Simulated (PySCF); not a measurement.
SiHF, SMILES F[SiH] (connectivity only; charge and spin as stated), neutral, multiplicity 1.

The structure is a stationary point at PBE0-D3(BJ)/def2-TZVPD. The isomer is the one that the SMILES or the coordinates give; other isomers of the formula were not compared.

Level of theory: TDA-LC-ωPBE/def2-TZVPD in PySCF.

Vertical excitations. The molecule is in vacuum. State labels are in the subgroup Cs.

Computed lowest excited states:
| state | symmetry | energy (eV) | λ (nm) | f | main pairs |
|---|---|---|---|---|---|
| S1 | A" | 3.06 | 405 | 0.035 | HOMO→LUMO 96 % |
| S2 | A' | 5.73 | 216 | 0.090 | HOMO→LUMO+1 72 %, HOMO→LUMO+2 20 % |
| S3 | A' | 7.00 | 177 | 0.230 | HOMO→LUMO+2 73 %, HOMO→LUMO+1 20 % |
| S4 | A" | 7.87 | 158 | 0.067 | HOMO−1→LUMO 88 % |
| S5 | A' | 8.11 | 153 | 0.324 | HOMO→LUMO+3 74 %, HOMO→LUMO+4 18 % |
| S6 | A" | 8.58 | 144 | 0.301 | HOMO→LUMO+5 88 % |
| S7 | A" | 8.86 | 140 | 0.002 | HOMO−3→LUMO 87 % |
| S8 | A' | 9.21 | 135 | 0.154 | HOMO→LUMO+6 51 %, HOMO→LUMO+8 40 % |
| S9 | A' | 9.25 | 134 | 0.073 | HOMO→LUMO+4 71 %, HOMO→LUMO+3 18 % |
| S10 | A" | 9.27 | 134 | 0.026 | HOMO→LUMO+9 79 % |
| T1 | A" | 1.45 | 858 | 0 | HOMO→LUMO 96 % |
| T2 | A' | 4.28 | 289 | 0 | HOMO→LUMO+1 66 %, HOMO→LUMO+2 18 % |
| T3 | A' | 6.19 | 200 | 0 | HOMO→LUMO+3 52 %, HOMO→LUMO+2 29 % |
| T4 | A" | 6.26 | 198 | 0 | HOMO−1→LUMO 82 % |
Triplets are in the Tamm–Dancoff approximation.
